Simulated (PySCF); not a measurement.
**AsH₂: calculation against measurement**

Isolated AsH₂, optimised in PySCF with density fitting and no spin–orbit coupling; def2 sets carry scalar-relativistic core potentials from Rb on. All levels below give a doublet of C2v symmetry: PBE0/def2-TZVP As–H 1.526 Å (×2), H–As–H 90.7°; PBE/def2-TZVP As–H 1.541 Å (×2), H–As–H 90.0°.

Measured fundamentals (Jacox, Vibrational and Electronic Energy Levels of Polyatomic Transient Molecules, as compiled in the NIST Chemistry WebBook) beside computed harmonic wavenumbers, in cm⁻¹:

```tsv
mode as compiled	computed symmetry	measured	medium	PBE0/def2-TZVP	PBE/def2-TZVP
a1 sym. stretch	a1	2095.1	gas	2196	2109
a1 bend	a1	981.4	gas	1005	967
```

How close does each level come?

Mean absolute differences: PBE0/def2-TZVP 3.6 %, PBE/def2-TZVP 1.1 %. The mean ratio of measured to computed values at PBE/def2-TZVP is 1.004. Harmonic values should lie a little above fundamentals, most of all for X–H stretches.
